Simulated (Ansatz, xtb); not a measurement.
A ladder of methods for SnCl2 (SMILES [Cl][Sn][Cl])

The species is SnCl2 (3 atoms), meant as a singlet with charge 0. As SMILES, `[Cl][Sn][Cl]`. The shape is that of a PBE0-D4/def2-TZVP optimisation.

```xyz
3

Cl    1.1542    1.2207    0.7560
Sn   -0.7969    0.5189   -0.3766
Cl   -0.3682   -1.8045   -0.3926
```

Each level gives the electronic atomisation energy (eV). The values are calculated. Electronic energies at fixed atoms, without zero-point motion or spin-orbit coupling.

```tsv
level	kind	program	value (eV)	CPU time (all runs)
GFN0-xTB	semi-empirical	xtb	11.29	under 2 s
HF/def2-SVP (core potential)	Hartree–Fock	Ansatz	5.30	1.6 s
PBE/def2-SVP (core potential)	GGA	Ansatz	8.23	6.5 s
r2SCAN/def2-SVP (core potential)	meta-GGA	Ansatz	8.06	18 s
BHLYP/def2-SVP (core potential)	global hybrid	Ansatz	7.32	7.2 s
HSE06/def2-SVP (core potential)	range-separated hybrid	Ansatz	7.89	9.9 s
PBE-QIDH/def2-SVP (core potential)	double hybrid	Ansatz	7.57	9.5 s
RPA@PBE0/def2-SVP (core potential)	RPA	Ansatz	6.72	11 s
BCCD(T)/def2-SVP (core potential)	coupled cluster or CI	Ansatz	6.98	5.7 s
```

Correlated wave functions underbind in double-zeta sets. The values span 5.30 to 11.29 eV. GFN0-xTB: no spin polarisation, so open shells miss the exchange term that lowers them. In the correlated wave-function rows the outer d shell of Sn is correlated, in sets not made for it. In so small a basis fixed costs decide the times, and correlated methods can beat functionals. CPU times are rough (shared hosts, several kinds of processor and program).
